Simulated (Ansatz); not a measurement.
`C[CH2][AlH][OH]` → `[OH][AlH2]` + `C=C` at 500 K and 1 bar (β-hydride elimination).

Program: Ansatz. Geometries: PBE0-D4/def2-TZVP. ΔE: electronic, gas phase. CBS: MP2 limit from def2 TZ/QZ plus the TZ coupled-cluster correction, frozen cores. This one scheme is used for every species. One conformer a species, not always the lowest.

```tsv
species	CCSD(T)/CBS energy (Eh)	H − E (kJ/mol)	S (J/(mol·K))
`C[CH2][AlH][OH]`	-397.56357	268.2	396.8
`[OH][AlH2]`	-319.03157	95.7	286.7
`C=C`	-78.48111	155.1	245.3
```

H − E and S are ideal-gas, rigid-rotor, harmonic terms from PBE0-D4/def2-TZVP, for one conformer and one mirror image of each species. 1 Eh = 2625.50 kJ/mol, R = 8.31446 J/(mol·K).

Q: By hand: ΔE, ΔH, ΔS and ΔG.

A: ΔE = (-319.03157) + (-78.48111) − (-397.56357) = 0.05089 Eh = 133.6 kJ/mol. Δ(H − E) = 95.7 + 155.1 − 268.2 = -17.4, so ΔH = 116.2 kJ/mol. ΔS = 286.7 + 245.3 − 396.8 = 135.2 J/(mol·K). ΔG = 116.2 − 500 × (135.2)/1000 = 48.6 kJ/mol.

Q: By hand: the equilibrium constant, and the temperature at which ΔG would vanish if ΔH and ΔS stayed fixed.

A: log₁₀ K = −ΔG/(RT ln 10) = -5.1. ΔG = 0 at ΔH/ΔS = 859 K.

The number of gas molecules changes by +1, which sets the sign of ΔS. A doubt of 5 kJ/mol in ΔE shifts log₁₀ K by 0.5 here. Other conformers and mirror images would add mixing entropy, several J/(mol·K) or more a flexible species. These are equilibria of isolated gas molecules and say nothing of rates. Largest T1 diagnostic: 0.012 (customary marks: 0.02 for closed shells, 0.045 for open ones).
